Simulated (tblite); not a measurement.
Species: C5H10FO (doublet state).
SMILES with atom numbers: `[CH3:1][C@H:2]([OH:3])[CH:4][CH2:5][CH2:6][F:7]` (hydrogens: H8, H9, H10 on C1; H11 on C2; H12 on O3; H13 on C4; H14, H15 on C5; H16, H17 on C6)

Structure used (GFN2-xTB), in Å, numbered top down from 1:
```
atom  x, y, z in Å
C1     2.3808    0.7175   -0.4265
C2     1.1330   -0.1597   -0.3177
O3     1.2152   -1.1174   -1.3751
C4    -0.1132    0.6389   -0.4415
C5    -1.3144    0.3705    0.3788
C6    -2.3048   -0.5698   -0.3342
F7    -1.7261   -1.8014   -0.5316
H8     3.2646    0.0865   -0.4035
H9     2.4165    1.4245    0.3974
H10    2.3642    1.2587   -1.3682
H11    1.1433   -0.6902    0.6487
H12    0.4232   -1.6677   -1.3506
H13   -0.2237    1.2425   -1.3279
H14   -1.8596    1.2969    0.5809
H15   -1.0304   -0.0899    1.3276
H16   -2.5739   -0.1896   -1.3239
H17   -3.2017   -0.7381    0.2694
```

Computed with GFN2-xTB (tblite): harmonic, unscaled wavenumbers at the GFN2-xTB geometry, gas phase. The method is semi-empirical: single wavenumbers can be off by several per cent or more. One conformer, not necessarily the lowest. Open shells enter through the occupations alone, without spin polarisation, and single modes of such species can be off by tens of per cent.

Harmonic wavenumbers (cm⁻¹): 40.7, 69.6, 106.3, 183.0, 224.2, 315.4, 335.2, 353.3, 403.3, 427.4, 515.4, 594.1, 841.7, 886.7, 902.1, 939.1, 990.2, 1035.6, 1043.4, 1084.4, 1124.3, 1163.6, 1179.8, 1211.6, 1234.5, 1256.4, 1303.9, 1310.8, 1316.2, 1369.1, 1388.7, 1437.3, 1450.9, 1471.8, 1488.0, 2836.9, 2944.4, 2950.6, 2959.9, 2984.8, 3045.3, 3050.6, 3053.5, 3100.2, 3533.7.

A = 4756, B = 1541, C = 1250 MHz; mass 105.072 u (most abundant isotopes); point group C1, symmetry number 1; spin multiplicity 2.

Problem. Zero-point energy?

Solution. Half the sum of the wavenumbers: 30729 cm⁻¹ = 367.60 kJ/mol.

Problem. Entropy at 200 K, 1 bar (ideal gas, RRHO, classical rotation)?

Solution. Translation 158.61, rotation 111.97, vibration 69.39, spin (R ln 2) 5.76: S = 345.7 J/(mol K).

Problem. And Cp and H(200 K) − H(0)?

Solution. Cp = 105.06 J/(mol K), of which vibrations give 71.80 (their classical limit is 45 R = 374.2); H(200 K) − H(0) = 14.04 kJ/mol without the zero-point energy, 7.39 from vibrations.

Problem. What must be added to the electronic energy to get the Gibbs energy at 200 K and 1 bar?

Solution. ZPE + [H(200 K) − H(0)] − T·S = 367.60 + 14.04 − 69.15 = 312.49 kJ/mol.

Problem. Which modes carry the vibrational entropy at 200 K?

Solution. 40.7 cm⁻¹: 18.56; 69.6 cm⁻¹: 14.15; 106.3 cm⁻¹: 10.74; 183.0 cm⁻¹: 6.60; 224.2 cm⁻¹: 5.19; 315.4 cm⁻¹: 3.08 J/(mol K); the other 39 give 11.06 together.

Problem. Blend soft modes into free rotors: weight 1/[1 + (100 cm⁻¹/ν̃)⁴] for the oscillator and the rest for a rotor with moment μB/(μ + B), μ = h/(8π²ν), B = 10⁻⁴⁴ kg m². What vibrational entropy results?

Solution. 62.99 J/(mol K) in place of 69.39, which changes −T·S at 200 K by +1.28 kJ/mol.

Problem. How do the functions run with temperature in this model?

Solution. 
| T (K) | S (J/(mol K)) | Cp (J/(mol K)) | H − H(0) (kJ/mol) | G − H(0) (kJ/mol) | ln q(vib) |
| --- | --- | --- | --- | --- | --- |
| 100 | 285.7 | 71.1 | 5.18 | -23.39 | 1.66 |
| 300 | 394.7 | 139.3 | 26.22 | -92.18 | 6.10 |
| 500 | 482.0 | 206.0 | 61.00 | -180.02 | 10.40 |
| 800 | 594.7 | 272.6 | 133.68 | -342.06 | 16.64 |
| 1000 | 658.8 | 301.7 | 191.26 | -467.54 | 20.56 |

q(vib) and H(0) count from the zero-point level.

Hindered rotation and anharmonicity are outside this model. Other conformers, if any are populated, would add a mixing term that is left out. The structure is chiral; the term R ln 2 for an equal mix with its mirror image is left out.
